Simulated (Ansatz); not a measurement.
Gas-phase electronic energies from Ansatz, PBE0-D4/def2-TZVP geometries. CCSD(T)/CBS is the MP2 limit (def2-TZVPP, def2-QZVPP) plus CCSD(T) − MP2 in def2-TZVPP, frozen cores. This one scheme is used for every species. DFT in def2-TZVPP. B3LYP here is the variant with VWN-RPA as its local correlation; programs differ in this. For Ga, Ge outer-core shells are correlated without core-valence functions, which leaves a few kJ/mol of doubt a bond. Scalar relativity is left out up to krypton. Each species was taken in one conformer, which may not be the lowest.

Reaction (formal exchange of groups at a Ga–C bond): `[BH2][GaH][CH3]` + `[CH3][GeH3]` → `[BH2][GaH][GeH2][CH3]` + CH₄

Q: Is it downhill or uphill in electronic energy at CCSD(T)/CBS, and by how much? (Best estimate.)

A: Ansatz gave: Downhill: ΔE = -55.3 kJ/mol.

Q: What do these levels give: BLYP-D4, B97M-V, B3LYP-D4, r2SCAN0-D4, B2PLYP, revPBE, BLYP, CAM-B3LYP, HF/def2-SVP, MP2/def2-SVP, HF/def2-QZVPP, CCSD/CBS(def2)? (Estimate.)

A: Computed: BLYP-D4 -63.6, B97M-V -52.8, B3LYP-D4 -61.6, r2SCAN0-D4 -59.4, B2PLYP -56.0, revPBE -62.1, BLYP -60.4, CAM-B3LYP -51.6, HF/def2-SVP -47.8, MP2/def2-SVP -51.6, HF/def2-QZVPP -48.1, CCSD/CBS(def2) -54.4 kJ/mol.

Largest T1 diagnostic among the species: 0.013.

From BLYP to BHLYP (50 % exact exchange), in def2-TZVPP and without D4, ΔE moves by +5.5 kJ/mol. Leaving LDA and LC-ωPBE aside and taking each functional with its dispersion term where it has one, the values, not all of them listed here, spread over 12.4 kJ/mol, from PBE-D4 to ωB97X-V. LDA lies +4.0 kJ/mol from PBE without D4.
